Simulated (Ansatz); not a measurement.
Reaction (formal exchange of groups at a C–Si bond): `O[SiH](O)CF` + `CCl` → `FCCCl` + `O[SiH2]O`

Calculated with Ansatz (gas phase, PBE0-D4/def2-TZVP geometries, no zero-point term in ΔE). CBS: MP2 limit from def2 TZ/QZ plus the TZ coupled-cluster correction, frozen cores. This one scheme is used for every species. DFT in def2-TZVPP. Each species was taken in one conformer, which may not be the lowest.

| level | ΔE (kJ/mol) |
| --- | --- |
| r2SCAN-D4 | 12.0 |
| B2PLYP | 8.3 |
| HF/def2-TZVPP | 3.0 |
| MP2/def2-QZVPP | 5.7 |

What does CCSD(T)/CBS give? (An estimate is asked.)

The calculation gave: +8.1 kJ/mol. The listed levels differ from it by 3.9, 0.2, -5.1, -2.4 kJ/mol.

Largest T1 diagnostic among the species: 0.011.
